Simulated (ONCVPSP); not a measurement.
# Before and after: ONCV potential for boron

```json
{
  "Element": "boron (B)",
  "Generator": "ONCVPSP 4.0.1",
  "Type": "optimised norm-conserving Vanderbilt (ONCV)",
  "Functional": "PBE",
  "Relativity": "scalar-relativistic",
  "Frozen core": "[He]",
  "Valence charge": "3",
  "Reference configuration": "2s2 2p1",
  "Partial waves": "2s: rc 1.70 bohr, ncon 4, nbas 8, qcut 3 1/bohr, local; 2p: rc 2.10 bohr, ncon 4, nbas 8, qcut 5.4 1/bohr, 2 projectors, debl 1.7 Ha",
  "Local potential": "the s channel",
  "Core correction": "polynomial model core, fcfact 0.35"
}
```

Change: s: rc 1.76.

Cutoffs: the cutoffs (Ha) at which the residual kinetic energy of the hardest occupied pseudo-wave falls to 1 and 0.1 mHa per electron; they do not see the model core or the augmentation charge, which bear on the density cutoff. Errors are all-electron minus pseudo energies relative to the spin-unpolarised reference configuration.

Question: Predict the effect on cutoff, ghosts and configuration errors.

Answer: The potential gets softer (26 Ha and 57 Ha → 17 Ha and 52 Ha); the errors of the 4 common tests hardly move; neither file shows a bound ghost. A larger radius leaves more room for a smooth pseudo-wave, so fewer plane waves are needed.

```csv
quantity,base,changed
"cutoff, loose",26 Ha,17 Ha
"cutoff, tight",57 Ha,52 Ha
loose cutoff by channel,"s 26 Ha, p 10 Ha","s 17 Ha, p 10 Ha"
bound ghosts,none,none
GHOST(+) flags under 300 eV,none,none
"error for 2s2 2p0, meV [ΔE 8.22 eV]",+48,+51
"error for 2s1 2p0, meV [ΔE 33.64 eV]",+117,+119
"error for 2s2 2p0.5, meV [ΔE 2.89 eV]",+6.8,+7.3
"error for 2s1 2p1, meV [ΔE 14.36 eV]",-17,-19
p: phases at 2.13 bohr within 0.05 rad from the reference energy up to (Ha; the scan ends near 5),to the end of the scan,3.9
"rms error of d²Exc/dni dnj with the model core, mHa",1.91,1.95
```
